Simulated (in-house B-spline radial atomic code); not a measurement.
## Ionising Rb IV (Rb3+) with different functionals

Computed with a radial B-spline atomic code at the basis-set limit: scalar-relativistic (spin-free X2C) Hamiltonian, Fermi nucleus of rms radius 4.2036 fm, spin-polarised at highest spin, spherical fractional occupations for the functionals, and exact exchange of hybrids averaged over the configuration. The ionisation energy is the difference of two self-consistent energies, [Ar] 3d10 4s2 4p4 → [Ar] 3d10 4s2 4p3, without Breit or QED terms; ε is the level of the shell that loses the electron (its least bound occupied spin orbital). There is no spin-orbit coupling in this Hamiltonian.

```json
{"method": "PBE0", "rung": "global hybrid", "ΔSCF (eV)": "51.76", "-ε(4p) (eV)": "47.19"}
{"method": "B3LYP", "rung": "global hybrid", "ΔSCF (eV)": "52.04", "-ε(4p) (eV)": "46.99"}
{"method": "TPSSh", "rung": "global hybrid", "ΔSCF (eV)": "51.68", "-ε(4p) (eV)": "46.17"}
{"method": "BHandHLYP", "rung": "global hybrid", "ΔSCF (eV)": "51.85", "-ε(4p) (eV)": "48.85"}
{"method": "r2SCAN0", "rung": "global hybrid", "ΔSCF (eV)": "51.58", "-ε(4p) (eV)": "47.21"}
{"method": "B97-1", "rung": "global hybrid", "ΔSCF (eV)": "51.81", "-ε(4p) (eV)": "46.86"}
{"method": "HSE06", "rung": "range-separated hybrid", "ΔSCF (eV)": "51.85", "-ε(4p) (eV)": "46.79"}
{"method": "wB97X", "rung": "range-separated hybrid", "ΔSCF (eV)": "52.03", "-ε(4p) (eV)": "49.85"}
{"method": "CAM-B3LYP", "rung": "range-separated hybrid", "ΔSCF (eV)": "52.08", "-ε(4p) (eV)": "48.88"}
{"method": "LC-wPBE", "rung": "range-separated hybrid", "ΔSCF (eV)": "51.99", "-ε(4p) (eV)": "50.41"}
```

Among the functionals, which spreads more, the ΔSCF values or the orbital energies?

The orbital energies: ΔSCF values span about 0.50 eV and the orbital energies 4.24 eV; here energy differences depend much less on the functional than eigenvalues do.

How do they compare with the NIST value?

NIST lists 52.2 eV ± 0.25 (semi-empirical, ground level to ground level). Errors run from -0.62 to -0.12 eV; CAM-B3LYP is closest (-0.12 eV), though others lie within the uncertainty of it, and part of that can be cancellation, since the calculations leave out spin-orbit coupling, Breit-QED terms, multiplet and fine-structure energies.
